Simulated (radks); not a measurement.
Neutral hydrogen, 1 electrons, occupied as 1s1 (the NIST ground configuration).

Method: scalar-relativistic Kohn-Sham, BLYP, spin-polarised, spherical densities, point nucleus; open shells are filled with parallel spins first; computed with a radial shooting solver on a logarithmic mesh with Libxc functionals.

Energy parts (eV):
| part | energy |
|---|---|
| total | -13.549 |
| kinetic | 13.550 |
| electron-nucleus | -27.135 |
| Hartree | 8.361 |
| exchange-correlation | -8.325 |

Orbitals (lengths in bohr, moments of r in powers of bohr; <r^-3> diverges for s and p1/2):
orbital  occ.  eigenvalue (eV)    <r>  <r^-3>  <r^4>  <r^2>
1s up       1          -7.4071  1.540       -  28.27  3.230

The highest occupied level is 1s up at -7.407 eV. Spin moment in Bohr magnetons: 1.
